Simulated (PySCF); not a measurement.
**Spectroscopy problems**

[PySCF 2.14: GFN2-xTB geometry; NMR shieldings at PBE0/pcSseg-1/GIAO; averaged over atoms made equivalent by symmetry, fast rotation or ring inversion; one computed conformer; no relativistic terms; isolated molecule]

Referencing at the same level of theory: $^{1}$H (31.72 ppm) and $^{13}$C (186.93 ppm) against TMS. Where no couplings were computed, multiplicities follow the n + 1 count of equivalent neighbours, and m marks all less simple cases (inequivalent or close neighbours, rings, F or P nearby). Shifts are as computed. Against solution values, carbons near 30 ppm lie about +3 ppm off and those near 130 ppm about +5 ppm; carbons on Cl a further +6 ppm. Of 1211 compounds with measured shifts, 218 miss one by over three times the rms of a fit or turn the order of signals round; such compounds aren't used in these exercises. Carbons bonded to Cl come out too deshielded.

Q: C4H6Cl2O. $^{1}$H NMR (300 MHz, computed): δ 6.07 (d, 1H), 4.96 (m, 2H), 4.48 (m, 2H), 3.35 (m, 1H). $^{13}$C{$^{1}$H} NMR (computed): δ 89.9 (CH), 76.1 (CH2), 50.3 (CH). Give a structure.

A: SMILES ClC(Cl)C1COC1. Rings plus π bonds: 1 (1 ring in the answer). 3 carbon signals for 4 carbons: some carbons are equivalent by symmetry or fast rotation. Carbon types of the structure: 2 × CH, 2 × CH2, which accounts for all hydrogens. δC 89.9: sp3 CH bonded to 2 Cl; 2 electronegative neighbours deshield it. δC 76.1: sp3 CH2 bonded to O; pulled downfield by the heteroatom. δC 50.3: sp3 CH in a ring; a saturated carbon with 3 carbon neighbours and no heteroatom attached. δH 4.96, 4.48: hydrogen on an sp3 CH2 bonded to O; its carbon carries O, an electronegative neighbour.

This is the structure that produced the data.

Q: C5H10OSi3. $^{1}$H NMR (400 MHz, computed): δ 5.62 (m, 1H), 5.17 (s, 3H), 4.75 (m, 1H), 2.18 (d, 1H), 2.04 (d, 1H), 0.25 (d, 3H). $^{13}$C{$^{1}$H} NMR (computed): δ 105.9 (CH), 104.8 (CH), 90.4 (C), 87.9 (C), -5.8 (CH3). What is it?

A: SMILES C#C[Si@@H](C)[Si@H](C#C)O[SiH3]. The formula gives 4 degrees of unsaturation (no ring in the answer). 5 carbon signals for 5 carbons: no two carbons are equivalent. Carbon types of the structure: 2 × C, 2 × CH, 1 × CH3, leaving 5 H on heteroatoms. δC 105.9, 104.8: terminal alkyne carbon. δC 90.4, 87.9: alkyne carbon; the triple bond shields along its axis, which puts it between sp3 and sp2 carbons. δC -5.8: methyl carbon bonded to Si; an electropositive neighbour leaves it electron-rich and shielded. δH 0.25: hydrogen on a methyl carbon bonded to Si; an electropositive neighbour shields it, as in TMS itself.

This is the structure that produced the data.
